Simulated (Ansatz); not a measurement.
Consider the substitution at a C–B bond: `NBC[SiH2]Cl` + `[SiH3]S` → `[SiH3]SC[SiH2]Cl` + `BN`.

Isolated molecules relaxed with PBE0-D4/def2-TZVP in Ansatz; ΔE leaves out vibrations. CBS: MP2 limit from def2 TZ/QZ plus the TZ coupled-cluster correction, frozen cores. This one scheme is used for every species. DFT in def2-TZVPP. One conformer a species, not always the lowest.

```
             level  ΔE (kJ/mol)  difference from CCSD(T)/CBS
            PBE-D4         73.8                         -1.6
         r2SCAN-D4         80.9                          5.5
           PBE0-D4         77.3                          1.9
               PBE         78.8                          3.4
            r2SCAN         82.1                          6.7
              PBE0         81.8                          6.4
     HF/def2-TZVPP         83.0                          7.6
SCS-MP2/def2-TZVPP         75.4                          0.0
   CCSD/def2-TZVPP         81.0                          5.6
    CCSD/CBS(def2)         77.8                          2.4
       CCSD(T)/CBS         75.4                            0
```

Largest T1 diagnostic among the species: 0.012.

In def2-TZVPP, CCSD(T) changes the Hartree–Fock value by −4.4 kJ/mol (the triples alone add −2.4 kJ/mol) and MP2 by −6.0 kJ/mol. From PBE to PBE0 (25 % exact exchange), in def2-TZVPP and without D4, ΔE moves by +3.0 kJ/mol.
